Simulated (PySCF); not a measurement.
Mg(F)(OMe) (CH3FMgO), SMILES C[O][Mg][F]. Atoms are numbered in the order given.

```xyz
7

Mg     0.0000     0.0000     0.7318
F      0.0000     0.0000     2.4946
O      0.0000     0.0000    -1.0332
C      0.0000     0.0000    -2.4137
H     -0.8907    -0.5142    -2.8285
H      0.8907    -0.5142    -2.8285
H      0.0000     1.0285    -2.8285
```
Charge 0, spin multiplicity 1.

Coordinates come from a r2SCAN-D4/def2-SVP optimisation. The values are those of a single conformer.

The numbers are results of B3LYP/pcSseg-2 (PySCF), not measurements.

GIAO shieldings, no solvent; atoms alike by connectivity are averaged. δ = σ(ref) − σ: ¹⁹F against CFCl3 (σ = 159.6 ppm); ¹⁷O against H2O (σ = 325.5 ppm); ¹³C against TMS (σ = 181.3 ppm); ¹H against TMS (σ = 31.68 ppm), references at their B3LYP-D3(BJ)/def2-TZVP geometries, non-relativistic.

```
nucleus       atoms  count  δ (ppm)
-------  ----------  -----  -------
¹⁹F              F2      1   -274.3
¹⁷O              O3      1    -33.9
¹³C              C4      1     60.5
¹H       H5, H6, H7      3     4.37
```
